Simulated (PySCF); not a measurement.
SMILES C=C[SiH](C)OC (GFN2-xTB optimised geometry):

```
16

Si    -0.868    -0.167     0.000
C      1.036    -0.167     0.000
C     -1.487    -1.235    -1.435
C     -0.811    -1.547    -2.530
O     -1.502    -0.674     1.416
C     -1.366    -1.904     2.063
H     -1.445     1.174     0.000
H      1.445    -1.174    -0.047
H      1.422     0.302     0.901
H      1.431     0.385    -0.847
H     -2.501    -1.613    -1.344
H     -1.227    -2.158    -3.318
H      0.198    -1.204    -2.690
H     -0.330    -2.071     2.368
H     -1.677    -2.727     1.414
H     -2.001    -1.889     2.950
```

Method: PBE0/def2-TZVP (PySCF).

Q: What are the frontier orbital energies and the dipole moment?

A: HOMO-2 -8.32 eV, HOMO-1 -7.99 eV, HOMO -7.74 eV, LUMO -0.47 eV, LUMO+1 1.12 eV; dipole moment 1.55 D.

On the same geometry PBE/def2-TZVP (PySCF) gives HOMO-2 -6.91 eV, HOMO-1 -6.74 eV, HOMO -6.31 eV, LUMO -1.47 eV, LUMO+1 0.31 eV; dipole moment 1.48 D.

Meta-Löwdin charges at PBE0/def2-TZVP: Si1 1.00, C2 -0.63, C3 -0.38, C4 -0.23, O5 -0.62, C6 -0.12, H7 -0.12, H8 0.13, H9 0.13, H10 0.13, H11 0.12, H12 0.12, H13 0.12, H14 0.10, H15 0.10, H16 0.12.
